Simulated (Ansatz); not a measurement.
Basis sets compared for PbMe4 (C₄H₁₂Pb). Total charge 0; singlet. Geometry B3LYP-D4/def2-SVP. Ansatz on 4 threads of Intel Xeon on a shared host; times are rough, and most runs start from earlier orbitals.

```xyz
17

Pb    0.000    0.000    0.000
C    -1.183   -1.804   -0.703
H    -0.711   -2.720   -0.319
H    -1.194   -1.827   -1.802
H    -2.213   -1.733   -0.325
C    -0.897    1.886   -0.888
H    -0.380    2.763   -0.475
H    -1.966    1.934   -0.634
H    -0.777    1.866   -1.980
C     2.158   -0.201   -0.675
H     2.704    0.719   -0.426
H     2.185   -0.365   -1.761
H     2.620   -1.056   -0.161
C    -0.077    0.120    2.265
H     0.264   -0.834    2.691
H    -1.110    0.318    2.583
H     0.578    0.933    2.608
```

In the def2 sets Pb takes a core potential; there is no spin–orbit coupling.

Binding counts from free atoms (Pb triplet, C triplet, H doublet) in the same basis, without a counterpoise term.

```json
{"level": "PBE-D4/def2-SVP", "functions": "142", "energy (Eh)": "-352.1396", "HOMO (eV)": "-6.11", "LUMO (eV)": "-0.70", "binding per atom (eV)": "3.67", "wall time": "1.3 s"}
{"level": "PBE-D4/def2-TZVP (with forces)", "functions": "246", "energy (Eh)": "-352.3357", "HOMO (eV)": "-6.19", "LUMO (eV)": "-1.03", "binding per atom (eV)": "3.67", "wall time": "3.4 s"}
{"level": "PBE0-D4/def2-SVP", "functions": "142", "energy (Eh)": "-352.1477", "HOMO (eV)": "-7.25", "LUMO (eV)": "0.23", "binding per atom (eV)": "3.63", "wall time": "2 s"}
{"level": "PBE0-D4/def2-TZVP", "functions": "246", "energy (Eh)": "-352.3350", "HOMO (eV)": "-7.29", "LUMO (eV)": "-0.13", "binding per atom (eV)": "3.62", "wall time": "3.9 s"}
{"level": "CAM-B3LYP-D4/def2-TZVP", "functions": "246", "energy (Eh)": "-352.4061", "HOMO (eV)": "-8.56", "LUMO (eV)": "0.80", "binding per atom (eV)": "3.63", "wall time": "4.4 s"}
```

Problem. Estimate the rows for PBE-D4/def2-TZVPD, PBE0-D4/def2-TZVPD, CAM-B3LYP-D4/def2-TZVPD.

Solution. 
```tsv
level	functions	energy (Eh)	HOMO (eV)	LUMO (eV)	binding per atom (eV)	wall time
PBE-D4/def2-TZVPD	312	-352.3365	-6.21	-1.20	3.67	3.5 s
PBE0-D4/def2-TZVPD	312	-352.3357	-7.29	-0.42	3.62	5.5 s
CAM-B3LYP-D4/def2-TZVPD	312	-352.4070	-8.56	0.27	3.63	8 s
```
